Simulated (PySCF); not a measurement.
Computed with ωB97X-D3(BJ)/def2-TZVP // B3LYP-D3(BJ)/def2-TZVP (PySCF 2.14.0). Isolated molecules, 0 K electronic values unless said otherwise. 

Reference species (SMILES): `[Cl][Ge]([Cl])[Cl]` (neutral, multiplicity 2).

```yaml
dipole_moment: 1.33 D
```

Changed species: `[GeH3]` (radical fragment; the reference has radical fragment).

What does the change do to the dipole moment?

the dipole moment decreases by 1.27 D, to 0.06 D.
